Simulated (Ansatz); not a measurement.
HN$_{2}$ (SMILES N#[NH+]), charge +1, singlet, at a GFN2-xTB geometry; Ansatz (a quantum-chemistry and plane-wave program) with MP2/cc-pVDZ.

Ansatz was given this input:
Ansatz 0.2 input:
```yaml
crystal:
  periodic: [false, false, false]
  atoms:
    - {symbol: N, position_ang: [-0.00000000, -0.00000000, -0.43539476]}
    - {symbol: N, position_ang: [0.00000000, 0.00000000, 0.64482984]}
    - {symbol: H, position_ang: [-0.00000000, -0.00000000, -1.46604558]}
basis:
  gaussian:
    orbitals: cc-pVDZ
total_charge: 1
magnetization: {spin_polarized: false}
correlation: {method: mp2, electrons: outside_noble_gas}
accuracy: high
```

Output, abridged:

```
Functional definition: HF
632 factors; integrals over basis functions are off by at most 2.9e-9 eV
mean field evaluation 1: about -2969.1851 eV, gradient 1.9e1 eV
mean field evaluation 2: about -2969.1856 eV, gradient 1.9e1 eV
mean field evaluation 4: about -2970.0592 eV, gradient 2.3e0 eV
mean field evaluation 8: about -2970.0719 eV, gradient 3.5e-5 eV
mean field -2970.07191796 eV, -109.1481297982 hartree, gradient 4.0e-8 eV, S^2 0.000000; 0 other end points of the search recorded, 0 dependent functions left out
2 core orbitals not correlated
reference -2970.07191796 eV, -109.1481297982 hartree; 5, 5 occupied and 26, 26 virtual orbitals, 632 factors
second order -8.40333682 eV of doubles, -0.00000000 eV of singles
Total energy: -2978.47525479 eV, -109.4569467304 hartree
```
